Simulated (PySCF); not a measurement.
PySCF input:

```python
from pyscf import gto, scf, dft

mol = gto.M(
    atom='''
    Pb   -0.00000000   -0.00000000   -0.78916918
    Br    0.00000000    0.00000000    1.84891064
    ''',
    basis='def2-tzvpd',
    ecp='def2-tzvp',
    charge=0,
    spin=1,
    symmetry='C2v',
    verbose=4,
)

mf = scf.UHF(mol).density_fit(auxbasis='def2-universal-jkfit')
mf.conv_tol = 1e-9
mf.max_cycle = 100
mf.max_memory = 1500
mf.kernel()
if not mf.converged:
    mf = mf.newton()
    mf.kernel(mf.make_rdm1())
mf.analyze()
```

**Question.** What final total energy does it print?

**Answer.** -2764.31455 Eh (HF/def2-TZVPD).
